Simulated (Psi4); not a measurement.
# How methods differ on MoClO2F (SMILES [O]=[Mo](=[O])([F])[Cl])

MoClO2F has 5 atoms, charge 0, and is taken as a singlet. SMILES: `[O]=[Mo](=[O])([F])[Cl]`. The shape was relaxed beforehand at PBE0/def2-TZVP.

Quantity: the dipole moment, in D. The values are calculated.

| level | kind | program | value (D) |
| --- | --- | --- | --- |
| PBE-D4/def2-TZVPP (density fitting, core potential) | GGA | Psi4 | 1.10 |
| r2SCAN-D4/def2-TZVPP (density fitting, core potential) | meta-GGA | Psi4 | 1.13 |
| B3LYP-D4/def2-TZVPP (density fitting, core potential) | global hybrid | Psi4 | 1.19 |
| PBE0-D4/def2-TZVPP (density fitting, core potential) | global hybrid | Psi4 | 1.14 |
| wB97M-V/def2-TZVPP (density fitting, core potential) | range-separated hybrid | Psi4 | 1.08 |

The values span 1.08 to 1.19 D. Magnitudes only.
